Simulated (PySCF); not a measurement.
MoF3H3, SMILES [F][MoH3]([F])[F], multiplicity 1.

The structure is a stationary point at B3LYP-D3(BJ)/def2-SVP. The multiplicity is an assumed one; no other spin state was optimised. The structure was generated by enumeration; whether it is a known compound was not checked. The def2 effective core potentials stand for the cores of Mo; spin–orbit coupling is left out.

Level of theory: PySCF with HF/def2-TZVPD.

Symmetry labels are those of the subgroup Cs that the program uses (full group C3v).

### Question
List the valence orbital energies around the gap with their symmetry. (Estimate from the structure and the level; the computed values follow.)

### Answer

| orbital | symmetry | energy (eV) |
|---|---|---|
| HOMO−7 | A" | -18.52 |
| HOMO−6 | A' | -18.04 |
| HOMO−5 | A' | -17.45 |
| HOMO−4 | A" | -17.45 |
| HOMO−3 | A" | -17.34 |
| HOMO−2 | A' | -16.61 |
| HOMO−1 | A' | -12.65 |
| HOMO | A" | -12.65 |
| LUMO | A' | 0.63 |
| LUMO+1 | A' | 0.88 |
| LUMO+2 | A" | 0.88 |
| LUMO+3 | A' | 1.39 |
